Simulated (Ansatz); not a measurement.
Reaction (formal exchange of groups at the Si–Si bond): `BN(C)[SiH2][SiH3]` + `C#CSS` → `C#CS[SiH3]` + `BN(C)[SiH2]S`

Isolated molecules relaxed with PBE0-D4/def2-TZVP in Ansatz; ΔE leaves out vibrations. CCSD(T)/CBS is the MP2 limit (def2-TZVPP, def2-QZVPP) plus CCSD(T) − MP2 in def2-TZVPP, frozen cores. Functionals use def2-TZVPP. One conformer a species, not always the lowest.

`BN(C)[SiH2][SiH3]`:

Z-matrix (Å, degrees):
```
C
N 1 1.458
H 1 1.095 2 111.0
H 1 1.090 2 109.8 3 120.1
H 1 1.094 2 111.0 3 -119.9
Si 2 1.758 1 115.8 3 60.0
B 2 1.393 1 121.8 3 -120.0
Si 6 2.336 2 112.2 1 -180.0
H 6 1.492 2 108.4 1 -57.4
H 6 1.492 2 108.4 1 57.4
H 7 1.200 2 119.4 1 180.0
H 7 1.199 2 119.8 1 -0.0
H 8 1.486 6 111.3 2 61.3
H 8 1.486 6 111.3 2 -61.3
H 8 1.490 6 107.3 2 180.0
```

`C#CSS`:

Cartesian coordinates in Å:
```
C 1.554 -0.895 0.139
C 0.807 0.050 0.078
S -0.141 1.427 -0.041
S -2.029 0.768 0.431
H 2.208 -1.732 0.199
H -2.400 0.382 -0.806
```

`C#CS[SiH3]`:

Cartesian coordinates in Å:
```
C -0.766 0.046 2.206
C -0.263 0.626 1.278
S 0.441 1.471 0.006
Si 0.441 -0.168 -1.392
H -1.210 -0.465 3.027
H 1.259 -1.283 -0.860
H -0.948 -0.618 -1.639
H 1.046 0.392 -2.626
```

`BN(C)[SiH2]S`:

Cartesian coordinates in Å:
```
B -0.922 -1.195 0.604
N -0.405 -0.008 0.082
C -1.171 1.236 0.115
Si 1.192 0.192 -0.611
S 2.278 -1.602 -0.918
H -2.024 -1.185 1.079
H -0.266 -2.193 0.577
H -2.130 1.062 0.602
H -0.639 2.014 0.672
H -1.356 1.614 -0.895
H 1.941 1.129 0.266
H 1.052 0.792 -1.962
H 2.451 -1.856 0.390
```

```tsv
species	r2SCAN-D4 energy (Eh)
`BN(C)[SiH2][SiH3]`	-702.67556
`C#CSS`	-873.67681
`C#CS[SiH3]`	-766.19046
`BN(C)[SiH2]S`	-810.21722
```

Work out ΔE.

ΔE = (-766.19046) + (-810.21722) − (-702.67556) − (-873.67681) = -0.05531 Eh = -34.7 kcal/mol. CCSD(T)/CBS gives -36.4 kcal/mol.

Largest T1 diagnostic among the species: 0.014.

From PBE to PBE0 (25 % exact exchange), in def2-TZVPP and without D4, ΔE moves by −2.7 kcal/mol.
